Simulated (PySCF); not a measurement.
# Telling isomers of C8H14N2 apart by NMR

- PBE0/pcSseg-1 with gauge-including orbitals
- structure optimised with GFN2-xTB
- run in PySCF 2.14
- relativity neglected, single conformer, rapidly exchanging positions averaged, in vacuum

Chemical shifts δ = σref − σ; 1H (σ = 31.72 ppm) and 13C (σ = 186.93 ppm) vs TMS, all at this level. Where no couplings were computed, multiplicities follow the n + 1 count of equivalent neighbours, and m marks all less simple cases (inequivalent or close neighbours, rings, F or P nearby). Shifts are as computed. Against solution values, carbons near 30 ppm lie about +3 ppm off and those near 130 ppm about +5 ppm. Of 1211 compounds with measured shifts, 218 miss one by over three times the rms of a fit or turn the order of signals round; such compounds aren't used in these exercises. OH and NH positions are gas-phase values without hydrogen bonding to other molecules.

(1) Tabulate the signals of `CCC1=NN(C2CC2)CC1`, `C=C[C@@H]1CNN=C1C(C)C` and their relative energies.

(2) What is the quickest way to tell CCC1=NN(C2CC2)CC1 from C=C[C@@H]1CNN=C1C(C)C?

## Answers

(1) 
| SMILES | carbon types | δC | δH | E rel. (kcal/mol) |
| --- | --- | --- | --- | --- |
| CCC1=NN(C2CC2)CC1 | 1×C 1×CH 5×CH2 1×CH3 | 149.4, 54.5, 36.2, 36.2, 28.5, 15.2, 9.5 | 3.37 (m, 2H), 2.70 (m, 2H), 2.39 (q, 2H), 1.89 (m, 1H), 1.05 (t, 3H), 0.76 (m, 2H), 0.54 (m, 2H) | 1.8 |
| C=C[C@@H]1CNN=C1C(C)C | 1×C 3×CH 2×CH2 2×CH3 | 156.9, 149.2, 122.4, 59.5, 55.7, 30.2, 26.1, 24.0 | 5.87 (m, 1H), 5.44 (m, 1H), 5.35 (m, 1H), 4.48 (br s, 1H), 3.93 (m, 1H), 3.46 (m, 1H), 3.21 (m, 1H), 2.24 (m, 1H), 1.25 (d, 3H), 1.07 (d, 3H) | 0.0 |

Energies are electronic energies at PBE0/pcSseg-1 on these geometries, without zero-point or thermal terms, each for the one conformer computed, which needn't be the lowest.

(2) Count the carbon signals: 7 against 8. The first has a three-membered-ring carbon (CH2) at 9.5 ppm, the second an alkene CH at 149.2 ppm. Their most deshielded carbons lie at 149.4 and 156.9 ppm. In the proton spectra the most deshielded non-exchanging signals are 3.37 (m, 2H) and 5.87 (m, 1H).
